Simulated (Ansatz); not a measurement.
`CNC(C)F` + `CB(C)N` → `CNB(C)C` + `CC(N)F`  (substitution at a C–N bond)

Calculated with Ansatz (gas phase, PBE0-D4/def2-TZVP geometries, no zero-point term in ΔE). CCSD(T)/CBS adds triple-zeta CCSD(T) − MP2 to the extrapolated MP2 energy (def2 sets, frozen cores). Functionals use def2-TZVPP. Each species was taken in one conformer, which may not be the lowest.

`CNC(C)F`:

Z-matrix (Å, degrees):
```
C
N 1 1.449
H 1 1.091 2 109.4
H 1 1.096 2 113.8 3 -121.9
H 1 1.093 2 109.1 3 117.4
C 2 1.403 1 116.1 3 -175.5
H 2 1.012 1 112.1 3 55.2
F 6 1.421 2 111.9 1 -60.4
C 6 1.505 2 112.5 1 179.0
H 6 1.095 2 108.8 1 54.4
H 9 1.093 6 110.1 2 57.6
H 9 1.090 6 110.2 2 177.0
H 9 1.090 6 110.2 2 -62.4
```

`CB(C)N`:

Cartesian coordinates in Å:
```
C 0.123 0.324 -1.452
B -0.101 -0.157 0.034
C 0.504 0.652 1.245
N -0.846 -1.315 0.280
H -0.344 -0.316 -2.206
H -0.264 1.339 -1.591
H 1.192 0.382 -1.682
H 0.140 1.685 1.240
H 0.280 0.225 2.226
H 1.594 0.722 1.154
H -1.255 -1.871 -0.451
H -1.022 -1.669 1.204
```

`CNB(C)C`:

```xyz
15

C    -0.490    1.990   -0.562
N     0.399    0.857   -0.498
B     0.201   -0.404    0.075
C    -1.140   -0.811    0.801
C     1.377   -1.456   -0.021
H    -0.054    2.873   -0.083
H    -0.734    2.255   -1.597
H    -1.423    1.761   -0.050
H     1.287    1.024   -0.945
H    -1.901   -0.032    0.878
H    -0.926   -1.163    1.816
H    -1.596   -1.663    0.286
H     2.264   -1.089   -0.546
H     1.043   -2.366   -0.532
H     1.693   -1.777    0.978
```

`CC(N)F`:

Z-matrix (Å, degrees):
```
C
C 1 1.506
H 1 1.093 2 110.0
H 1 1.090 2 110.1 3 -119.9
H 1 1.090 2 110.3 3 119.5
N 2 1.409 1 112.2 3 57.8
F 2 1.415 1 107.3 3 -65.5
H 2 1.094 1 111.6 3 -179.6
H 6 1.011 2 112.2 1 -179.3
H 6 1.012 2 111.8 1 -56.1
```

Q: Is it downhill or uphill in electronic energy at CCSD(T)/CBS, and by how much? (Best estimate.)

A: Ansatz gave: Uphill: ΔE = +6.9 kJ/mol.

Q: What do these levels give: r2SCAN-D4, r2SCAN, MP2/def2-TZVPP, SCS-MP2/def2-TZVPP, HF/CBS(def2), MP2/CBS(def2)? (Estimate.)

A: Ansatz gave: r2SCAN-D4 8.1, r2SCAN 8.3, MP2/def2-TZVPP 7.0, SCS-MP2/def2-TZVPP 7.1, HF/CBS(def2) 10.4, MP2/CBS(def2) 7.4 kJ/mol.

Largest T1 diagnostic among the species: 0.011.

In def2-TZVPP, CCSD(T) changes the Hartree–Fock value by −3.8 kJ/mol (the triples alone add −0.5 kJ/mol) and MP2 by −3.3 kJ/mol.
